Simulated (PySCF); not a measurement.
PySCF input file for CH3FO3Si, SMILES O=CO[Si@@H](O)F, TDDFT-PBE/def2-SVPD. Geometry: PBE0-D3(BJ)/def2-SVP. The structure was generated by enumeration; whether it is a known compound was not checked. Other conformers were not sampled.

```python
import numpy as np
from pyscf import gto, scf, dft, tdscf

mol = gto.M(
    atom='''
    O     1.15973923    1.65692761    0.35051598
    C     1.51279013    0.59086821    0.78057329
    O     0.81107872   -0.53389515    0.70691647
    Si   -0.70864974   -0.64726390   -0.05972099
    O    -1.46887321    0.79013679   -0.01223159
    F    -0.37098293   -1.11602913   -1.56306751
    H     2.47951920    0.42832986    1.29841718
    H    -1.46802256   -1.70650233    0.61334518
    H    -0.84385268    1.53356625   -0.05310757
    ''',
    basis='def2-SVPD',
    charge=0,
    spin=0,
    max_memory=1600,
    verbose=4,
)
mf = dft.RKS(mol, xc='pbe').density_fit(auxbasis='def2-universal-jkfit')
mf.grids.level = 3
mf.conv_tol = 1e-9
mf.max_cycle = 100
mf.kernel()
mf.grids = dft.Grids(mol).set(level=1).build(with_non0tab=True)  # coarser grid for the response kernel
td = tdscf.TDDFT(mf)
td.singlet = True
td.nstates = 10
td.conv_tol = 1e-4
td.positive_eig_threshold = 1e-6
td.kernel(x0=td.get_init_guess(mf, 15))
td.analyze()
tt = tdscf.TDA(mf)
tt.singlet = False
tt.nstates = 4
tt.conv_tol = 1e-4
tt.positive_eig_threshold = 1e-6
tt.kernel(x0=tt.get_init_guess(mf, 9))
tt.analyze(verbose=3)
```

It prints:

```
PySCF version 2.14.0

[INPUT] verbose = 4
[INPUT] num. atoms = 9
[INPUT] num. electrons = 56
[INPUT] charge = 0
[INPUT] spin (= nelec alpha-beta = 2S) = 0
[INPUT] symmetry False subgroup None
[INPUT] Mole.unit = angstrom
[INPUT] Symbol           X                Y                Z      unit          X                Y                Z       unit  Magmom
[INPUT]  1 O      1.159739230000   1.656927610000   0.350515980000 AA    2.191589520614   3.131139391130   0.662379204484 Bohr   0.0
[INPUT]  2 C      1.512790130000   0.590868210000   0.780573290000 AA    2.858759029645   1.116579092612   1.475069738251 Bohr   0.0
[INPUT]  3 O      0.811078720000  -0.533895150000   0.706916470000 AA    1.532716646263  -1.008915612734   1.335878521244 Bohr   0.0
[INPUT]  4 Si    -0.708649740000  -0.647263900000  -0.059720990000 AA   -1.339153926844  -1.223151501318  -0.112856314988 Bohr   0.0
[INPUT]  5 O     -1.468873210000   0.790136790000  -0.012231590000 AA   -2.775768078611   1.493142134043  -0.023114355168 Bohr   0.0
[INPUT]  6 F     -0.370982930000  -1.116029130000  -1.563067510000 AA   -0.701056134589  -2.108989402737  -2.953769508106 Bohr   0.0
[INPUT]  7 H      2.479519200000   0.428329860000   1.298417180000 AA    4.685612208601   0.809426126373   2.453652865630 Bohr   0.0
[INPUT]  8 H     -1.468022560000  -1.706502330000   0.613345180000 AA   -2.774160583083  -3.224822034632   1.159054410022 Bohr   0.0
[INPUT]  9 H     -0.843852680000   1.533566250000  -0.053107570000 AA   -1.594650454680   2.898020206376  -0.100358762441 Bohr   0.0

nuclear repulsion = 322.036785331158
number of shells = 66
number of NR pGTOs = 234
number of NR cGTOs = 160
basis = def2-SVPD
ecp = {}


[settings echo left out]
init E= -654.895472625613
  HOMO = -0.360722205390403  LUMO = -0.102077438337187  gap/eV = 7.03808
cycle= 1 E= -653.929880389873  delta_E= 0.966  |g|= 1.25  |ddm|= 4.31
  HOMO = -0.126125306595397  LUMO = -0.0199781315219627  gap/eV = 2.88841
cycle= 2 E= -652.650007171592  delta_E= 1.28  |g|= 2.81  |ddm|= 3.83
  HOMO = -0.291433638075249  LUMO = -0.0686300206708048  gap/eV = 6.06280
cycle= 3 E= -654.153788872447  delta_E= -1.5  |g|= 0.559  |ddm|= 2.92
  HOMO = -0.268866099372913  LUMO = -0.0746468465819485  gap/eV = 5.28498
cycle= 4 E= -654.211445191645  delta_E= -0.0577  |g|= 0.193  |ddm|= 0.571
  HOMO = -0.276637830160272  LUMO = -0.0820691312644808  gap/eV = 5.29448
cycle= 5 E= -654.217862140654  delta_E= -0.00642  |g|= 0.0552  |ddm|= 0.198
  HOMO = -0.272033288546557  LUMO = -0.0773785290291893  gap/eV = 5.29683
cycle= 6 E= -654.21842780292  delta_E= -0.000566  |g|= 0.0245  |ddm|= 0.0688
  HOMO = -0.272781658967966  LUMO = -0.07730935415699  gap/eV = 5.31907
cycle= 7 E= -654.218536866437  delta_E= -0.000109  |g|= 0.00566  |ddm|= 0.025
  HOMO = -0.273234325860728  LUMO = -0.0778047983872545  gap/eV = 5.31791
cycle= 8 E= -654.218543320042  delta_E= -6.45e-06  |g|= 0.00153  |ddm|= 0.00677
  HOMO = -0.273184452505775  LUMO = -0.0776689323086943  gap/eV = 5.32025
cycle= 9 E= -654.218543792337  delta_E= -4.72e-07  |g|= 0.000565  |ddm|= 0.00185
  HOMO = -0.273153490173363  LUMO = -0.0776579194757105  gap/eV = 5.31971
cycle= 10 E= -654.218543838615  delta_E= -4.63e-08  |g|= 0.000222  |ddm|= 0.000635
  HOMO = -0.273185436181357  LUMO = -0.0776838386757546  gap/eV = 5.31987
cycle= 11 E= -654.218543847156  delta_E= -8.54e-09  |g|= 6.33e-05  |ddm|= 0.000288
  HOMO = -0.273177641705022  LUMO = -0.0776770666891733  gap/eV = 5.31984
cycle= 12 E= -654.218543847955  delta_E= -7.99e-10  |g|= 5.02e-06  |ddm|= 7.49e-05
  HOMO = -0.273177513558145  LUMO = -0.077677424059456  gap/eV = 5.31983
Extra cycle  E= -654.218543847944  delta_E= 1.05e-11  |g|= 8.7e-06  |ddm|= 1.89e-05
converged SCF energy = -654.218543847944
tot grids = 39848
Overwritten attributes  positive_eig_threshold  of <class 'pyscf.tdscf.rks.CasidaTDDFT'>


******** <class 'pyscf.tdscf.rks.CasidaTDDFT'> for <class 'pyscf.df.df_jk.DFRKS'> ********
nstates = 10 singlet
deg_eia_thresh = 1.000e-03
wfnsym = None
conv_tol = 0.0001
eigh lindep = 1e-12
eigh level_shift = 0
eigh max_cycle = 100


Excitation energies (eV)
[5.52284868 6.39347266 6.90839565 7.13676272 7.4112129  7.50603134
 7.62106166 7.82610456 8.02084235 8.25158205]

** Singlet excitation energies and oscillator strengths **
Excited State   1:      5.52285 eV    224.49 nm  f=0.0015
      28 -> 29        0.70659
Excited State   2:      6.39347 eV    193.92 nm  f=0.0049
      26 -> 29       -0.14113
      27 -> 29       -0.69015
Excited State   3:      6.90840 eV    179.47 nm  f=0.0002
      25 -> 29        0.70519
Excited State   4:      7.13676 eV    173.73 nm  f=0.0058
      28 -> 30       -0.70016
Excited State   5:      7.41121 eV    167.29 nm  f=0.0092
      24 -> 29       -0.51414
      26 -> 29       -0.31622
      28 -> 31        0.34826
Excited State   6:      7.50603 eV    165.18 nm  f=0.0008
      24 -> 29       -0.45753
      26 -> 29        0.16629
      28 -> 31       -0.50215
Excited State   7:      7.62106 eV    162.69 nm  f=0.0024
      26 -> 29       -0.12388
      28 -> 31       -0.14671
      28 -> 32        0.67500
Excited State   8:      7.82610 eV    158.42 nm  f=0.0553
      23 -> 29        0.12241
      24 -> 29        0.11481
      26 -> 29       -0.32531
      28 -> 31       -0.18713
      28 -> 32       -0.15551
      28 -> 33       -0.52461
Excited State   9:      8.02084 eV    154.58 nm  f=0.1958
      23 -> 29       -0.17218
      26 -> 29        0.34826
      28 -> 31        0.24045
      28 -> 32        0.11351
      28 -> 33       -0.46459
Excited State  10:      8.25158 eV    150.26 nm  f=0.0300
      26 -> 30       -0.11564
      27 -> 30        0.68328

** Transition electric dipole moments (AU) **
state          X           Y           Z        Dip. S.      Osc.
  1        -0.0041     -0.0434     -0.0944      0.0108      0.0015
  2         0.1694     -0.0044      0.0513      0.0313      0.0049
  3         0.0089     -0.0200     -0.0261      0.0012      0.0002
  4        -0.1470      0.0934     -0.0531      0.0331      0.0058
  5        -0.1112     -0.1763     -0.0838      0.0505      0.0092
  6        -0.0018     -0.0635     -0.0082      0.0041      0.0008
  7        -0.0902     -0.0639      0.0226      0.0127      0.0024
  8         0.1378     -0.4999      0.1389      0.2882      0.0553
  9         0.8049      0.5278      0.2650      0.9966      0.1958
 10         0.0910      0.0297      0.3732      0.1484      0.0300

** Transition velocity dipole moments (imaginary part, AU) **
state          X           Y           Z        Dip. S.      Osc.
  1         0.0006     -0.0094     -0.0219      0.0006      0.0019
  2         0.0386     -0.0020      0.0129      0.0017      0.0047
  3         0.0028     -0.0044     -0.0101      0.0001      0.0003
  4        -0.0381      0.0233     -0.0132      0.0022      0.0055
  5        -0.0279     -0.0480     -0.0222      0.0036      0.0088
  6        -0.0043     -0.0199     -0.0038      0.0004      0.0010
  7        -0.0246     -0.0163      0.0062      0.0009      0.0022
  8         0.0393     -0.1382      0.0385      0.0221      0.0513
  9         0.2383      0.1564      0.0786      0.0874      0.1978
 10         0.0257      0.0089      0.1115      0.0132      0.0290

** Transition magnetic dipole moments (imaginary part, AU) **
state          X           Y           Z
  1         0.1603     -0.8314      0.2931
  2         0.0882      0.0636     -0.0711
  3        -0.3414     -0.2181     -0.1091
  4         0.4434     -0.3274     -1.1260
  5        -0.3578      0.0157      0.0806
  6        -0.1743     -0.0612     -0.1183
  7        -0.1821      0.4307     -0.2843
  8        -0.2452      0.2137      0.6861
  9         0.3301     -0.4242     -0.7710
 10        -0.2998     -0.3313     -0.0213
Overwritten attributes  positive_eig_threshold  of <class 'pyscf.tdscf.rks.TDA'>


******** <class 'pyscf.tdscf.rks.TDA'> for <class 'pyscf.df.df_jk.DFRKS'> ********
nstates = 4 triplet
deg_eia_thresh = 1.000e-03
wfnsym = None
conv_tol = 0.0001
eigh lindep = 1e-12
eigh level_shift = 0
eigh max_cycle = 100


Excitation energies (eV)
[4.99062283 5.97847939 6.29143569 6.72137069]

** Triplet excitation energies and oscillator strengths **
Excited State   1:      4.99062 eV    248.43 nm  f=0.0000
Excited State   2:      5.97848 eV    207.38 nm  f=0.0000
Excited State   3:      6.29144 eV    197.07 nm  f=0.0000
Excited State   4:      6.72137 eV    184.46 nm  f=0.0000
```

The run converged.

Cost: roughly 80 core-seconds.
